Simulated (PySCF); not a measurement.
C4H5ClSi.

```xyz
11

Cl     0.1193    -2.3493     0.0000
C      0.0597    -0.6045     0.0000
C      1.1454     0.1959     0.0000
Si     0.4874     1.9538     0.0000
C     -1.3053     1.3765     0.0000
C     -1.2883     0.0275     0.0000
H      2.1626    -0.1952     0.0000
H      0.8641     2.7389    -1.2110
H      0.8641     2.7389     1.2110
H     -2.2368     1.9458     0.0000
H     -2.1734    -0.6154     0.0000
```

Geometry: B3LYP-D3(BJ)/def2-SVP.

All values below come from B3LYP/pcSseg-1 (PySCF). Non-relativistic, no solvent.

### Question
Give the absolute GIAO shielding of each atom: isotropic value and principal components (ppm). (An estimate is asked for; the answer gives what the named calculation found.)

### Answer

```json
[
 {"atom": "Cl1", "σ(iso)": "634.5", "σ11": "373.1", "σ22": "572.3", "σ33": "958.1", "span": "585.0"},
 {"atom": "C2", "σ(iso)": "15.6", "σ11": "-95.5", "σ22": "57.7", "σ33": "84.6", "span": "180.0"},
 {"atom": "C3", "σ(iso)": "55.0", "σ11": "-47.1", "σ22": "57.6", "σ33": "154.4", "span": "201.5"},
 {"atom": "Si4", "σ(iso)": "380.0", "σ11": "315.0", "σ22": "384.6", "σ33": "440.5", "span": "125.6"},
 {"atom": "C5", "σ(iso)": "43.1", "σ11": "-71.7", "σ22": "34.5", "σ33": "166.4", "span": "238.1"},
 {"atom": "C6", "σ(iso)": "17.6", "σ11": "-100.1", "σ22": "41.5", "σ33": "111.4", "span": "211.5"},
 {"atom": "H7", "σ(iso)": "25.5", "σ11": "23.8", "σ22": "24.3", "σ33": "28.4", "span": "4.6"},
 {"atom": "H8", "σ(iso)": "26.8", "σ11": "23.9", "σ22": "24.6", "σ33": "31.9", "span": "8.0"},
 {"atom": "H9", "σ(iso)": "26.8", "σ11": "23.9", "σ22": "24.6", "σ33": "31.9", "span": "8.0"},
 {"atom": "H10", "σ(iso)": "25.1", "σ11": "23.9", "σ22": "25.0", "σ33": "26.3", "span": "2.4"},
 {"atom": "H11", "σ(iso)": "24.6", "σ11": "22.7", "σ22": "22.7", "σ33": "28.3", "span": "5.6"}
]
```
